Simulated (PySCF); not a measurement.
**Nuclear quadrupole coupling in `[SiH3]N([SiH3])P1CCC1`**

Compound: C₃H₁₂NPSi₂.
Atom-mapped SMILES: `[SiH3:1][N:2]([SiH3:3])[P:4]1[CH2:5][CH2:6][CH2:7]1` (hydrogens: H8, H9, H10 on Si1; H11, H12, H13 on Si3; H14, H15 on C5; H16, H17 on C6; H18, H19 on C7)

Cartesian coordinates in Å at the GFN2-xTB level; atoms count from 1:
```xyz
19
C3H12NPSi2 angstrom
Si    -1.7987    1.6661    0.1316
N     -1.1035    0.0721    0.2697
Si    -1.9909   -1.3491   -0.2125
P      0.3678   -0.0962    1.1714
C      1.3738   -1.2680    0.0906
C      2.4380   -0.1894   -0.1445
C      1.5477    1.0098    0.2019
H     -0.9952    2.5601    0.9644
H     -1.7468    2.0692   -1.2795
H     -3.1882    1.6268    0.5858
H     -1.8667   -1.5006   -1.6682
H     -1.4046   -2.4914    0.4859
H     -3.3966   -1.1755    0.1490
H      1.7263   -2.1847    0.5629
H      0.8290   -1.5165   -0.8193
H      2.8635   -0.1736   -1.1492
H      3.2557   -0.2865    0.5704
H      2.0319    1.8136    0.7557
H      1.0477    1.4231   -0.6736
```

Field gradients from the PBE0/pcSseg-1 density (PySCF, non-relativistic), principal values in atomic units, ordered |Vxx| ≤ |Vyy| ≤ |Vzz|:

```csv
atom,Vxx,Vyy,Vzz
N2,0.2695,0.5537,-0.8232
```

Find the asymmetry η = (Vxx − Vyy)/Vzz and the couplings χ = eQV/h (234.96 MHz × Q in barn × V in au), with Q(14N) = 0.02044 b.

```tsv
atom	environment	nucleus	η	χzz (MHz)	χxx (MHz)	χyy (MHz)
N2	nitrogen bridging silicon atoms	14N	0.35	-3.954	1.294	2.659
```

The tensor is traceless: Vxx + Vyy + Vzz = 0.

What is Vzz at N2 in SI units (1 au = 9.71736 × 10²¹ V/m²)?

-0.8232 au = -8.000 × 10²¹ V/m².

What couplings would deuterons (Q(2H) = 0.00286 b) have in place of the hydrogens, at this geometry?

```json
{"atom": "H8", "bonded to": "Si1", "bond length (Å)": "1.462", "Vzz (au)": "0.1606", "η": "0.05", "χzz (kHz)": "108"}
{"atom": "H9", "bonded to": "Si1", "bond length (Å)": "1.468", "Vzz (au)": "0.1578", "η": "0.01", "χzz (kHz)": "106"}
{"atom": "H10", "bonded to": "Si1", "bond length (Å)": "1.462", "Vzz (au)": "0.1613", "η": "0.04", "χzz (kHz)": "108"}
{"atom": "H11", "bonded to": "Si3", "bond length (Å)": "1.469", "Vzz (au)": "0.1576", "η": "0.01", "χzz (kHz)": "106"}
{"atom": "H12", "bonded to": "Si3", "bond length (Å)": "1.462", "Vzz (au)": "0.1614", "η": "0.05", "χzz (kHz)": "108"}
{"atom": "H13", "bonded to": "Si3", "bond length (Å)": "1.462", "Vzz (au)": "0.1615", "η": "0.04", "χzz (kHz)": "109"}
{"atom": "H14", "bonded to": "C5", "bond length (Å)": "1.090", "Vzz (au)": "0.3140", "η": "0.02", "χzz (kHz)": "211"}
{"atom": "H15", "bonded to": "C5", "bond length (Å)": "1.089", "Vzz (au)": "0.3133", "η": "0.02", "χzz (kHz)": "211"}
{"atom": "H16", "bonded to": "C6", "bond length (Å)": "1.091", "Vzz (au)": "0.3085", "η": "0.01", "χzz (kHz)": "207"}
{"atom": "H17", "bonded to": "C6", "bond length (Å)": "1.090", "Vzz (au)": "0.3068", "η": "0.01", "χzz (kHz)": "206"}
{"atom": "H18", "bonded to": "C7", "bond length (Å)": "1.090", "Vzz (au)": "0.3143", "η": "0.02", "χzz (kHz)": "211"}
{"atom": "H19", "bonded to": "C7", "bond length (Å)": "1.090", "Vzz (au)": "0.3126", "η": "0.02", "χzz (kHz)": "210"}
```

Geometry: GFN2-xTB, one conformer, isolated molecule. GFN2-xTB bond lengths can be off by several hundredths of an ångström, more for odd bonds, and the gradients follow them. The small basis limits the accuracy of the gradients.
